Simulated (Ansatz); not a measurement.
Ansatz (a quantum-chemistry and plane-wave program) input (PBE/def2-TZVP):

Ansatz 0.2 input:
```yaml
crystal:
  periodic: [false, false, false]
  atoms:
    - {symbol: Fe, position_ang: [-0.00000000, -0.00000000, -0.37832805]}
    - {symbol: O, position_ang: [0.00000000, 0.00000000, 1.22956615]}
basis:
  gaussian:
    orbitals: def2-TZVP
hamiltonian:
  xc: {name: PBE}
magnetization: {spin_polarized: true, initial_magnetization: 4}
relax: {f_tol: 0.003, max_steps: 100}
```

Output:

```
Functional definition: PBE
integrals: 0.02 GiB planned
587 factors; their error is unknown
mean field: 0.19 GiB planned
mean field evaluation 1: about -36416.1225 eV, gradient 5.6e1 eV
mean field evaluation 2: about -36254.5817 eV, gradient 1.9e2 eV
mean field evaluation 4: about -36362.1234 eV, gradient 1.5e2 eV
mean field evaluation 8: about -36425.9402 eV, gradient 1.9e-1 eV
mean field evaluation 16: about -36425.9283 eV, gradient 4.3e-4 eV
mean field evaluation 32: about -36424.6946 eV, gradient 8.0e-2 eV
mean field evaluation 64: about -36425.9283 eV, gradient 4.9e-4 eV
mean field evaluation 96: about -36425.2414 eV, gradient 1.4e1 eV
mean field evaluation 128: about -36425.9283 eV, gradient 3.3e-6 eV
mean field -36425.92825542 eV, -1338.6281730058 hartree, gradient 3.3e-6 eV, S^2 6.017270; 10 other end points of the search recorded, 0 dependent functions left out
the calculation of the forces begins
reference -36425.92830084 eV, -1338.6281746749 hartree; 19, 15 occupied and 57, 61 virtual orbitals, 587 factors
relax step   1: F+E_penalty+E_count = -36425.92825542 eV  Δ(F+E_penalty+E_count) = +0.000e0 eV  max|allowed force component| = 1.540e-1 eV/Å  Δτ_max = 0.0000 Å  (418 SCF iters, accepted)
these checks for a lower state are left out or cut short: starts, cluster_reference, orbital_swaps, neighbouring_geometries, increment
integrals: 0.02 GiB planned
587 factors; their error is unknown
mean field: 0.19 GiB planned
mean field -36425.92847406 eV, -1338.6281810404 hartree, gradient 1.7e-6 eV, S^2 6.017154; 0 other end points of the search recorded, 0 dependent functions left out
the calculation of the forces begins
reference -36425.92851949 eV, -1338.6281827100 hartree; 19, 15 occupied and 57, 61 virtual orbitals, 587 factors
relax step   2: F+E_penalty+E_count = -36425.92847406 eV  Δ(F+E_penalty+E_count) = -2.186e-4 eV  max|allowed force component| = 8.422e-2 eV/Å  Δτ_max = 0.0009 Å  (35 SCF iters, accepted)
these checks for a lower state are left out or cut short: starts, cluster_reference, orbital_swaps, neighbouring_geometries, increment
integrals: 0.02 GiB planned
587 factors; their error is unknown
mean field: 0.19 GiB planned
mean field -36425.92856638 eV, -1338.6281844333 hartree, gradient 5.7e-6 eV, S^2 6.017016; 0 other end points of the search recorded, 0 dependent functions left out
the calculation of the forces begins
reference -36425.92861182 eV, -1338.6281861033 hartree; 19, 15 occupied and 57, 61 virtual orbitals, 587 factors
relax step   3: F+E_penalty+E_count = -36425.92856638 eV  Δ(F+E_penalty+E_count) = -9.232e-5 eV  max|allowed force component| = 7.401e-4 eV/Å  Δτ_max = 0.0011 Å  (35 SCF iters, accepted)
integrals: 0.02 GiB planned
587 factors; their error is unknown
mean field: 0.19 GiB planned
mean field evaluation 160: about -36362.7085 eV, gradient 1.5e2 eV
mean field evaluation 192: about -36425.9284 eV, gradient 5.7e-2 eV
mean field evaluation 224: about -36424.7389 eV, gradient 1.4e0 eV
mean field evaluation 256: about -36423.4299 eV, gradient 4.3e0 eV
mean field -36425.92856638 eV, -1338.6281844333 hartree, gradient 5.7e-6 eV, S^2 6.017016; 12 other end points of the search recorded, 0 dependent functions left out
the calculation of the forces begins
reference -36425.92861182 eV, -1338.6281861033 hartree; 19, 15 occupied and 57, 61 virtual orbitals, 587 factors
Total energy: -36425.92861182 eV, -1338.6281861033 hartree
Atom 0 at     0.000000    -0.000000    -0.376307 Å, force    -0.000000    -0.000000    -0.000740 eV/Å
Atom 1 at    -0.000000     0.000000     1.227545 Å, force     0.000000     0.000000     0.000740 eV/Å
Dipole moment:     0.000000     0.000000    -0.893765 e Å
```

The spin state was set by rule; other spins were not relaxed.
